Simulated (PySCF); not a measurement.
## Working out the ionisation energy of B²⁺

B²⁺ [He] 2s1 (2S) → B³⁺ 1s2 (1S). All numbers are calculated (PySCF 2.14, scalar relativity by spin-free X2C-1e, in x2c-QZVPPall with one added diffuse shell each of s, p, d, f type (8s5p4d3f1g, 73 functions)). Frozen: nothing. Energies in hartree (1 hartree = 27.21139 eV):

```tsv
part	B²⁺ (lower)	B³⁺ (upper)
UHF	-23.382637	-21.992435
CCSD correlation	-0.018682	-0.017242
(T)	-0.000014	0.000000
```

Q: What does Hartree-Fock give?

A: (-21.992435) − (-23.382637) = 1.390202 hartree = 37.829 eV.

Q: What do CCSD and CCSD(T) give?

A: The CCSD correlation energies differ by 0.001440 hartree = 0.039 eV and the triples by 0.000014 hartree = 0.000 eV, so CCSD gives 37.868 eV and CCSD(T) 37.868 eV.

Measured between the centres of the two terms (NIST): 37.931 eV, so CCSD(T) (valence and next inner shell) is off by -0.063 eV.

What remains against the reference includes basis incompleteness and higher excitations.
